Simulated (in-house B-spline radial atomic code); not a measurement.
Configurations of Tc IX (Tc8+), with energies counted from [Ar] 3d10 4s2 4p5. Computed with an all-electron radial atomic-structure program (B-spline basis): Dirac-Hartree-Fock, average of configuration, Fermi nucleus of rms radius 4.41117 fm. Energies include first-order Breit, QED and recoil terms.

Occupations are held fixed; configurations that lie above the ionisation limit could autoionise.

| configuration | E - E(ref) (eV) | highest orbital | its <r> (bohr) |
| --- | --- | --- | --- |
| [Ar] 3d10 4s2 4p4 6f1 | 137.94 | 6f7/2 | 4.778 |
| [Ar] 3d10 4s1 4p5 5f1 | 157.7 | 5f7/2 | 3.024 |
| [Ar] 3d10 4s1 4p5 6d1 | 164.65 | 6d5/2 | 4.067 |
| [Ar] 3d10 4s1 4p5 7d1 | 177.45 | 7d5/2 | 5.951 |
| [Ar] 3d10 4s1 4p5 8g1 | 189.49 | 8g7/2 | 9.426 |
| [Ar] 3d9 4s2 4p6 | 227.81 | 4p3/2 | 1.058 |
| [Ar] 3d9 4s2 4p5 5f1 | 354.29 | 5f7/2 | 2.977 |
| [Ar] 3d9 4s2 4p5 7g1 | 381.35 | 7g7/2 | 6.94 |

Q: Order these further configurations by energy, lowest first.
A. [Ar] 3d10 4s1 4p5 7f1
B. [Ar] 3d10 4s1 4p5 8f1
C. [Ar] 3d10 4s2 4p4 6g1
D. [Ar] 3d9 4s2 4p5 8s1
E. [Ar] 3d10 4s1 4p5 8d1

A: C (140.58 eV), A (182.5 eV), E (185.17 eV), B (188.39 eV), D (377.54 eV).

Q: How far above the reference does [Ar] 3d10 4s1 4p5 5g1 lie?

A: 162.45 eV; its least bound orbital is 5g7/2 with <r> = 2.997 bohr.

Q: How far above the reference does [Ar] 3d10 4s2 4p4 8s1 lie?

A: 145.12 eV; its least bound orbital is 8s1/2 with <r> = 6.992 bohr.

Q: How far above the reference does [Ar] 3d10 4s2 4p4 6s1 lie?

A: 115.82 eV; its least bound orbital is 6s1/2 with <r> = 3.338 bohr.
